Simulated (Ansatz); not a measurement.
Process, species as SMILES: [CH2]B(I)I -> [CH2-]B(I)I (an electron is taken up)
Geometries: B3LYP-D3(BJ)/def2-TZVP minima from Ansatz (a quantum-chemistry and plane-wave program), one conformer each, not searched for the lowest.

Wanted: adiabatic electron affinity (electronic energy difference), positive where the reaction releases energy, in eV. Cores are frozen in the correlated levels unless marked. Open shells are spin-unrestricted. Spin-orbit coupling is left out. The frozen core is the preceding noble-gas configuration, with the filled d and f shells of earlier blocks. In def2 rows, elements after Kr have scalar-relativistic effective core potentials. Anions need diffuse functions: def2-D sets add few; the other sets have none. CBS marks a two-point X^-3 extrapolation of the correlation energy; Hartree-Fock from the larger set.

```json
[
 {"level": "HF/def2-QZVPPD", "program": "Ansatz", "adiabatic electron affinity (eV)": "1.59", "minus last row": "-1.42"},
 {"level": "PBE0/def2-TZVP", "program": "Ansatz", "adiabatic electron affinity (eV)": "2.69", "minus last row": "-0.32"},
 {"level": "BHLYP-D4/def2-TZVPD", "program": "Ansatz + dftd4", "adiabatic electron affinity (eV)": "2.62", "minus last row": "-0.39"},
 {"level": "HSE06/def2-TZVPD", "program": "Ansatz", "adiabatic electron affinity (eV)": "2.72", "minus last row": "-0.29"},
 {"level": "MP2/CBS(def2-TZVPPD,def2-QZVPPD)", "program": "Ansatz", "adiabatic electron affinity (eV)": "3.11", "minus last row": "0.10"},
 {"level": "CCSD/def2-SVPD", "program": "Ansatz", "adiabatic electron affinity (eV)": "2.70", "minus last row": "-0.31"},
 {"level": "CCSD(T)/CBS(def2-TZVPPD,def2-QZVPPD)", "program": "Ansatz", "adiabatic electron affinity (eV)": "3.01", "minus last row": "0.00"}
]
```
